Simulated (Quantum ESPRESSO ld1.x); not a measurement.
The numbers below are computed, except where a source is named.
As IV, configuration [Ar] 3d10 4s2 (the NIST ground configuration). Code: ld1.x of Quantum ESPRESSO 7.5. Model: Dirac Kohn-Sham, PW91, spin-unpolarised, spherical densities, point nucleus.

Spin-orbit splittings of the eigenvalues, e(l+1/2) - e(l-1/2), with zeta = 2 splitting/(2l+1) and mean radii in bohr:

| shell | occ. | splitting (eV) | zeta (eV) | <r> j=l-1/2 | <r> j=l+1/2 |
|---|---|---|---|---|---|
| 2p | 6 | 36.60 | 24.40 | 0.1746 | 0.1783 |
| 3p | 6 | 5.036 | 3.357 | 0.6094 | 0.6200 |
| 3d | 10 | 0.7354 | 0.2942 | 0.6695 | 0.6739 |
